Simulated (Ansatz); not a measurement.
Diatomic CsSr, multiplicity 4 (an upper state: multiplicity 2 came lower at CCSD(T)/def2-TZVPP on PBE0 minima). No spin–orbit coupling.

Constants: fifth-degree fit in 1/R to seven points, most abundant isotopes. In def2 and cc sets the state is the lowest found near the PBE0 minimum, followed along R.

Programs: Ansatz (a program for electronic structure). Each number belongs to the level named beside it. In def2 rows elements past Kr take small-core potentials, without spin–orbit coupling.

| level | r_e (Å) | ω_e (cm⁻¹) | ω_e x_e (cm⁻¹) | B_e (cm⁻¹) | dipole (D) |
|---|---|---|---|---|---|
| PBE/def2-TZVPP | 4.417 | 51 | 0.14 | 0.0163 | 1.79 |
| PBE0/def2-TZVPP | 4.452 | 51 | 0.15 | 0.0161 | 3.55 |
| wB97X-V/def2-TZVPP | 4.543 | 50 | 0.22 | 0.0154 | 6.16 |
